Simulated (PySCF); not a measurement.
**Where the electron goes**

Species: CH9NSi4.
Cartesian coordinates in Å at the PBE0-D3(BJ)/def2-SVP level; atoms count from 1:
```
atom  x, y, z in Å
N1    -1.9574    1.3071    1.8775
C2    -1.9671    1.0143    0.7545
Si3   -1.8761    0.4827   -1.0293
Si4   -0.4286   -1.3738   -1.0783
Si5    0.9825   -1.1427    0.7822
Si6    1.9772    0.9806    0.6685
H7    -1.3285    1.6480   -1.7808
H8    -3.2718    0.1961   -1.4663
H9    -1.2397   -2.6297   -1.0390
H10    0.3380   -1.3304   -2.3624
H11    0.1450   -1.2744    2.0126
H12    2.0258   -2.2156    0.7818
H13    3.1136    0.9297   -0.3029
H14    0.9809    1.9778    0.1710
H15    2.4874    1.4130    2.0034
```

Method used: PySCF 2.14.0, density-fitted response routines, TDDFT B3LYP/def2-SVPD, vertical, gas phase, core orbitals frozen in the response.

Kohn–Sham orbitals with the atoms that hold most of them (Löwdin shares over 4%, at most four atoms; ? is withheld):

```
orbital  ε (eV)                               atoms
 LUMO+2   -0.83    Si3 22%, Si4 18%, Si5 14%, C2 8%
 LUMO+1   -1.00    Si3 22%, C2 18%, N1 17%, Si4 16%
   LUMO       ?    Si3 22%, C2 17%, N1 16%, Si4 16%
   HOMO   -7.98                                   ?
 HOMO-1   -8.36                                   ?
 HOMO-2   -9.04  Si4 22%, Si5 18%, H10 10%, H11 10%
 HOMO-3   -9.38    N1 19%, C2 15%, Si6 14%, Si5 11%
```

Question: Give the leading atoms of the HOMO-1.

Answer: Si5 (bonded to 2 Si and 2 H) 19%; Si4 (bonded to 2 Si and 2 H) 16%; Si3 (bonded to C, Si and 2 H) 15%; Si6 (bonded to Si and 3 H) 14%.

Question: Which atoms hold the HOMO, and with what shares?

Answer: Si5 (bonded to 2 Si and 2 H) 30%; Si4 (bonded to 2 Si and 2 H) 25%; Si6 (bonded to Si and 3 H) 17%; Si3 (bonded to C, Si and 2 H) 7%.

Question: What is the LUMO energy, and the HOMO–LUMO gap?

Answer: ε(LUMO) = -1.13 eV; the gap is 6.85 eV (0.2517 hartree).

Question: The HOMO–LUMO gap is 6.85 eV. Where does the response calculation put the lowest singlet, and from which orbitals?

Answer: S1 is at 5.97 eV (f = 0.0067), 0.88 eV below the gap, made of HOMO→LUMO (88%), HOMO-1→LUMO (8%). Without the coupling terms of the response equations the lowest excitation would equal the gap.

Question: One configuration dominates each of S1, S2 and S5. Which, and how do the shares of the two leading atoms of either orbital change from the occupied to the empty one?

Answer: 
- S1 (5.97 eV, f 0.0067), HOMO→LUMO (88%): Si5 30% → at most 16%, Si4 25% → 16%, Si3 7% → 22%, C2 at most 7% → 17%
- S2 (6.21 eV, f 0.011), HOMO→LUMO+1 (95%): Si5 30% → at most 17%, Si4 25% → 16%, Si3 7% → 22%, C2 at most 7% → 18%
- S5 (6.50 eV, f 0.0097), HOMO-1→LUMO+1 (71%): Si5 19% → at most 17%, Si4 16% → 16%, Si3 15% → 22%, C2 at most 15% → 18%

Hardware: one thread of an Arm Neoverse V2, shared host. Cost: 3.4 min wall (with the writing of density and orbital grids), 1.0 GiB resident at most.

One conformer stands for the species.
